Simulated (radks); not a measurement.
The numbers below are computed, except where a source is named.
All-electron atom: W XXI in [Kr] 4d10 4f8.

Code: a radial shooting solver on a logarithmic mesh with Libxc functionals. Model: Dirac Kohn-Sham, PBE, spin-unpolarised, spherical densities, point nucleus; open shells fill j = l - 1/2 first.

Energy parts (eV):
part                       energy
total                  -435629.93
kinetic                 491407.94
electron-nucleus      -1059211.71
Hartree                 140471.71
exchange-correlation     -8297.87

Orbitals (lengths in bohr, moments of r in powers of bohr):
orbital,occ.,eigenvalue (eV),<1/r>,small-component weight
1s1/2,2,-69934.53,87.13,7.79e-02
2s1/2,2,-12502.20,21.20,1.77e-02
2p1/2,2,-11977.57,21.15,1.77e-02
2p3/2,4,-10624.59,17.77,1.60e-02
3s1/2,2,-3288.321,7.786,5.82e-03
3p1/2,2,-3055.172,7.699,5.76e-03
3p3/2,4,-2762.054,6.825,5.27e-03
3d3/2,4,-2370.224,6.716,5.15e-03
3d5/2,6,-2306.512,6.510,5.01e-03
4s1/2,2,-1076.729,3.349,2.01e-03
4p1/2,2,-979.1313,3.249,1.93e-03
4p3/2,4,-906.7063,2.956,1.76e-03
4d3/2,4,-745.6948,2.779,1.59e-03
4d5/2,6,-731.6346,2.711,1.55e-03
4f5/2,6,-527.7667,2.428,1.27e-03
4f7/2,2,-524.6282,2.405,1.25e-03

The highest occupied level is 4f7/2 at -524.63 eV. Summed over all electrons, <r^2> = 7.637 bohr^2, which gives a Langevin (diamagnetic) susceptibility term of -6.05 x 10^-6 cm^3/mol.
